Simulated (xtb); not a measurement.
Al(Et)3 (C6H15Al), SMILES C[CH2][Al]([CH2]C)[CH2]C. All values are semi-empirical tight-binding results from xtb (GFN2-xTB unless named), good for trends rather than for accurate numbers. Geometry: GFN2-xTB. The isomer is the one that the SMILES or the coordinates give; other isomers of the formula were not compared. Other conformers were not sampled.

Optimised geometry:

```xyz
22

Al     0.2063     0.0364     0.2382
C      1.6536     0.6506    -1.0176
C      1.2482     0.9611    -2.4663
H      2.4591    -0.1005    -1.0353
H      2.1287     1.5469    -0.5875
H      0.4998     1.7513    -2.4967
H      0.8238     0.0793    -2.9444
H      2.1063     1.2849    -3.0574
C     -1.7304    -0.2579    -0.2273
C     -2.2953     0.5361    -1.4158
H     -2.3245    -0.0129     0.6687
H     -1.9291    -1.3263    -0.4046
H     -1.7776     0.2745    -2.3365
H     -2.1739     1.6070    -1.2572
H     -3.3580     0.3331    -1.5574
C      0.7633    -0.3266     2.1350
C      0.1279    -1.6015     2.7150
H      0.5086     0.5104     2.8019
H      1.8581    -0.4153     2.2008
H      0.4604    -2.4802     2.1635
H     -0.9584    -1.5571     2.6435
H      0.3917    -1.7392     3.7645
```

For metal compounds this method's bond lengths and energies can be far off.

Q: Estimate the properties. (Estimate from the structure and the level; the computed values follow.)

A: 
```
Property                                       Result
-------------------------------------  --------------
orbital gap                                   4.08 eV
zero-point energy                      118.4 kcal/mol
G − E(el) at 298.15 K (modified RRHO)   94.0 kcal/mol
```

Q: Give the atomic charges and the Wiberg bond orders between heavy atoms. (Estimate from the structure and the level; the computed values follow.)

A: charges (e) Al1 0.28, C2 -0.16, C3 -0.09, H4 0.04, H5 0.04, H6 0.03, H7 0.03, H8 0.02, C9 -0.16, C10 -0.09, H11 0.04, H12 0.04, H13 0.04, H14 0.03, H15 0.02, C16 -0.17, C17 -0.09, H18 0.03, H19 0.04, H20 0.02, H21 0.04, H22 0.03. Bond orders Al1–C2 0.97, C2–C3 0.99, Al1–C9 0.98, C9–C10 0.99, Al1–C16 0.95, C16–C17 0.99.
